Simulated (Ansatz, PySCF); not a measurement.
This PySCF input computes a PBE0/def2-TZVPD energy:

```python
from pyscf import gto, scf, dft

mol = gto.M(
    atom='''
    B    -1.57671103    0.08556341   -0.16143477
    Br    0.29141256    0.00806264    0.01389763
    H    -2.31588439   -0.71000955    0.32075689
    ''',
    basis='def2-tzvpd',
    charge=0,
    spin=1,
    verbose=4,
)

mf = dft.UKS(mol, xc='pbe0').density_fit(auxbasis='def2-universal-jkfit')
mf.grids.level = 3
mf.conv_tol = 1e-9
mf.max_cycle = 100
mf.max_memory = 1500
mf.kernel()
if not mf.converged:
    mf = mf.newton()
    mf.kernel(mf.make_rdm1())
for _ in range(2):
    mo, _, stable, _ = mf.stability(return_status=True)
    if stable:
        break
    mf.kernel(mf.make_rdm1(mo, mf.mo_occ))
mf.analyze()
```

Write an input for the same energy in Ansatz (a quantum-chemistry and plane-wave program) and say what it gives.


Ansatz 0.2 input:
```yaml
crystal:
  periodic: [false, false, false]
  atoms:
    - {symbol: B, position_ang: [-1.57671103, 0.08556341, -0.16143477]}
    - {symbol: Br, position_ang: [0.29141256, 0.00806264, 0.01389763]}
    - {symbol: H, position_ang: [-2.31588439, -0.71000955, 0.32075689]}
basis:
  gaussian:
    orbitals: def2-TZVPD
hamiltonian:
  xc: {name: PBE0}
magnetization: {spin_polarized: true, initial_magnetization: 1}
output: {forces: true}
```
It gives -2599.21656 Eh, and PySCF -2599.21658 Eh, a difference of 0.02 mEh, from the treatment of integrals and grids.

It need not be the lowest isomer of its formula.
